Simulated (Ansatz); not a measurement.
Reaction (redistribution): `F[C@H]1C[Si@H]1[SiH3]` + `F[CH2][Zn][F]` → `[F][Zn][CH2][SiH3]` + `F[C@H]1C[Si@@H]1F`

Computed with Ansatz on PBE0-D4/def2-TZVP structures; ΔE is electronic, products minus reactants. CCSD(T)/CBS adds triple-zeta CCSD(T) − MP2 to the extrapolated MP2 energy (def2 sets, frozen cores). Functionals use def2-TZVPP. B3LYP here is the variant with VWN-RPA as its local correlation; programs differ in this. For Zn outer-core shells are correlated without core-valence functions, which leaves a few kJ/mol of doubt a bond. Scalar relativity is left out up to krypton. Each species was taken in one conformer, which may not be the lowest.

`F[C@H]1C[Si@H]1[SiH3]`:

Z-matrix (Å, degrees):
```
C
C 1 1.511
Si 1 1.876 2 66.3
F 1 1.372 2 116.0 3 115.4
H 1 1.087 2 116.1 3 -111.9
H 2 1.085 1 117.8 3 116.2
H 2 1.087 1 114.1 3 -107.4
Si 3 2.318 1 118.4 2 101.0
H 3 1.483 1 116.0 2 -104.8
H 8 1.487 3 110.5 1 -147.5
H 8 1.486 3 110.8 1 92.1
H 8 1.485 3 107.8 1 -28.0
```

`F[CH2][Zn][F]`:

```xyz
6

F    -0.505    1.645   -0.265
C    -0.447    0.276   -0.506
Zn    0.723   -0.579    0.789
F     1.776   -1.348    1.957
H    -1.463   -0.122   -0.447
H    -0.084    0.128   -1.527
```

`[F][Zn][CH2][SiH3]`:

```xyz
9

F    -1.406   -2.304   -2.399
Zn   -0.431   -1.439   -1.228
C     0.640   -0.499    0.051
Si   -0.135    1.088    0.650
H     0.819   -1.171    0.896
H     1.609   -0.290   -0.414
H    -0.376    2.011   -0.493
H     0.728    1.793    1.638
H    -1.446    0.810    1.299
```

`F[C@H]1C[Si@@H]1F`:

Z-matrix (Å, degrees):
```
C
C 1 1.547
Si 1 1.838 2 64.9
F 1 1.371 2 116.6 3 119.0
H 1 1.089 2 113.1 3 -111.0
H 2 1.085 1 117.6 3 122.9
H 2 1.090 1 112.8 3 -103.7
F 3 1.593 1 119.7 2 -108.8
H 3 1.472 1 123.3 2 102.7
```

CCSD(T)/CBS gives -57.3 kcal/mol.

(1) Another level gave -52.0 kcal/mol. Which?
A. PBE-D4/def2-TZVPP
B. CCSD(T)/def2-TZVPP
C. PBE0/def2-TZVPP
D. B3LYP/def2-TZVPP

Largest T1 diagnostic among the species: 0.016.

Answers

(1) C. PBE0 -52.0, CCSD(T)/def2-TZVPP -56.5, PBE-D4 -48.5, B3LYP -53.6 kcal/mol.

From PBE to PBE0 (25 % exact exchange), in def2-TZVPP and without D4, ΔE moves by −3.3 kcal/mol.
